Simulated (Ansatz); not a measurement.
**Forces on a displaced structure**

AlNH₂Te (SMILES [NH]1[AlH][Te]1), closed shell, at a frame of a short PBE0-D4/def2-SVP trajectory.

```xyz
5
angstrom
N -0.6822 -0.4741 -0.5314
Al 0.4554 0.6949 0.1009
Te 0.7448 -1.5458 0.9837
H -1.6488 -0.8382 -0.4531
H 0.8271 2.3001 0.0296
```

Ansatz 0.2.0; basis: def2-TZVPP; cores frozen in the correlated methods. Filled d shells of the heavier atoms are correlated. Core potentials replace the inner electrons of the atoms past krypton. The def2 sets are not built for correlating such inner shells, so the correlated values are less sure here.

CCSD(T) forces from the calculation:
| atom | Fx | Fy | Fz (eV/Å) |
| --- | --- | --- | --- |
| N1 | -0.701 | -0.875 | 0.242 |
| Al2 | 0.157 | 1.676 | 0.005 |
| Te3 | -0.356 | -0.229 | -0.262 |
| H4 | 1.092 | 0.437 | 0.047 |
| H5 | -0.192 | -1.009 | -0.032 |

Question: Which atom feels the largest CCSD(T) force, and how large is it?

Answer: Al2, 1.68 eV/Å, along (0.09, 1.00, 0.00).

Root-mean-square difference of the force components from those of CCSD(T): PBE-D4 0.130; r2SCAN-D4 0.112; PBE0-D4 0.188; wB97M-V 0.247 eV/Å.

The T1 diagnostic stays at or below 0.016. The restricted Hartree–Fock reference is unstable towards an unrestricted one here. These are differences at one structure, and CCSD(T) in triple zeta is itself an approximation.

For scale, one of the runs: CCSD(T)/def2-TZVPP forces, 151 basis functions, launched by `ansatz run in.yaml --threads 2 --pin off --events-out ev --progress --plain --max-ram 3481MiB`. Hardware: 2 CPU threads of an Arm Neoverse V2, shared host. Wall time 2.3 min; peak host memory 1.8 GiB.
